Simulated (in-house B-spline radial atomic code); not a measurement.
Radial electron density of Sc7+, [Ne] 3s2 3p2. Method: Dirac-Kohn-Sham LC-wPBE, spherical fractional occupations, Fermi nucleus of rms radius 3.5459 fm. Calculated with a radial B-spline atomic code at the basis-set limit.

Caution: exact exchange at fractional occupations of open shells leaves self-interaction of up to several eV.

Columns: r (bohr), 4πr²n(r) (electrons per bohr), bar.

```
 0.00271   0.5512 #
 0.00323    0.763 #
 0.00385    1.052 ##
 0.00458    1.437 ##
 0.00546     1.96 ###
  0.0065    2.649 #####
 0.00774     3.55 ######
 0.00921    4.707 ########
   0.011    6.202 ###########
  0.0131    8.021 ##############
  0.0156     10.2 #################
  0.0185    12.66 ######################
  0.0221    15.48 ##########################
  0.0263    18.33 ###############################
  0.0313    21.03 ####################################
  0.0372    23.22 ########################################
  0.0443    24.59 ##########################################
  0.0528    24.82 ##########################################
  0.0629    23.83 #########################################
  0.0748    21.92 #####################################
  0.0891    19.71 ##################################
   0.106    18.16 ###############################
   0.126    18.08 ###############################
    0.15    19.78 ##################################
   0.179     22.7 #######################################
   0.213    25.28 ###########################################
   0.254    25.83 ############################################
   0.302    23.33 ########################################
    0.36    18.18 ###############################
   0.429    12.24 #####################
   0.511    7.677 #############
   0.608     5.56 #########
   0.724     5.31 #########
   0.862      5.4 #########
    1.03    4.622 ########
    1.22    3.101 #####
    1.46    1.495 ###
    1.73   0.5447 #
    2.06    0.134 
    2.46  0.02079 
    2.93 0.002005 
    3.48 0.0001155
```

On this grid the curve has 3 maxima, near 0.0528, 0.254, 0.862 bohr.

The 3p3/2 radial function P(r) = rR(r), positive near the nucleus, with its small component Q(r) (sign convention: Q ≈ (P' + κP/r)/2c):

```json
{"r (bohr)": "0.00323", "P": "0.001237", "Q": "-4.814e-05"}
{"r (bohr)": "0.00458", "P": "0.002447", "Q": "-9.4e-05"}
{"r (bohr)": "0.0065", "P": "0.004821", "Q": "-0.0001842"}
{"r (bohr)": "0.00921", "P": "0.009389", "Q": "-0.0003586"}
{"r (bohr)": "0.0131", "P": "0.0182", "Q": "-0.0006946"}
{"r (bohr)": "0.0185", "P": "0.03424", "Q": "-0.001303"}
{"r (bohr)": "0.0263", "P": "0.06369", "Q": "-0.002412"}
{"r (bohr)": "0.0372", "P": "0.1136", "Q": "-0.00428"}
{"r (bohr)": "0.0528", "P": "0.1946", "Q": "-0.007291"}
{"r (bohr)": "0.0748", "P": "0.3112", "Q": "-0.01163"}
{"r (bohr)": "0.106", "P": "0.4531", "Q": "-0.01702"}
{"r (bohr)": "0.15", "P": "0.5731", "Q": "-0.02212"}
{"r (bohr)": "0.213", "P": "0.5751", "Q": "-0.02457"}
{"r (bohr)": "0.302", "P": "0.3376", "Q": "-0.02142"}
{"r (bohr)": "0.429", "P": "-0.1786", "Q": "-0.01187"}
{"r (bohr)": "0.608", "P": "-0.7829", "Q": "0.0002866"}
{"r (bohr)": "0.862", "P": "-1.103", "Q": "0.008638"}
{"r (bohr)": "1.22", "P": "-0.8866", "Q": "0.009081"}
{"r (bohr)": "1.73", "P": "-0.3963", "Q": "0.004389"}
{"r (bohr)": "2.46", "P": "-0.0841", "Q": "0.0009599"}
{"r (bohr)": "3.48", "P": "-0.006827", "Q": "7.886e-05"}
```
